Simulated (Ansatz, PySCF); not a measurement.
System: C₂HO (charge 0, doublet). It need not be the lowest isomer of its formula. SMILES: [C]#CO
Structure (B3LYP-D3(BJ)/def2-TZVP (Ansatz, an electronic-structure program) minimum search):
```xyz
4

C      1.4687    -0.1022    -0.1775
C      0.2013    -0.0129    -0.0178
O     -1.0660     0.1572     0.0754
H     -1.4922    -0.5665     0.5690
```
Charge 0, spin multiplicity 2.

Quantity: atomisation energy (electronic, to ground-state atoms), in eV. Cores are frozen in the correlated levels unless marked. Open shells are spin-unrestricted. No spin-orbit coupling. Non-relativistic. The coupled-cluster limit lacks core correlation, which all-electron functionals hold. CBS(X,Y): correlation extrapolated as X^-3; Hartree-Fock from the larger set.

```tsv
level	program	atomisation energy (eV)
revPBE-D3(BJ)/def2-TZVPD	Ansatz + dftd3	(withheld)
r2SCAN-D4/def2-TZVPD	Ansatz + dftd4	(withheld)
PBE0-D3(BJ)/def2-TZVP	Ansatz + dftd3	16.12
PBE0/def2-TZVP	Ansatz	16.08
TPSSh-D4/def2-TZVPD	PySCF + dftd4	(withheld)
PW6B95-D3(BJ)/def2-TZVPD	PySCF + dftd3	16.01
PW6B95-D4/def2-TZVPD	PySCF + dftd4	16.03
PW6B95/def2-TZVPD	PySCF	15.99
MN15/def2-TZVPD	PySCF	16.14
CAM-B3LYP/def2-TZVPD	Ansatz	15.92
SCS-MP2/cc-pVTZ	Ansatz	15.47
CCSD/cc-pVQZ	Ansatz	15.06
CCSD(T)/CBS(cc-pVTZ,cc-pVQZ)	Ansatz	15.76
```

### Question
Some entries are withheld; supply them.

### Answer

- revPBE-D3(BJ)/def2-TZVPD, atomisation energy (eV): 16.31
- r2SCAN-D4/def2-TZVPD, atomisation energy (eV): 16.09
- TPSSh-D4/def2-TZVPD, atomisation energy (eV): 15.78
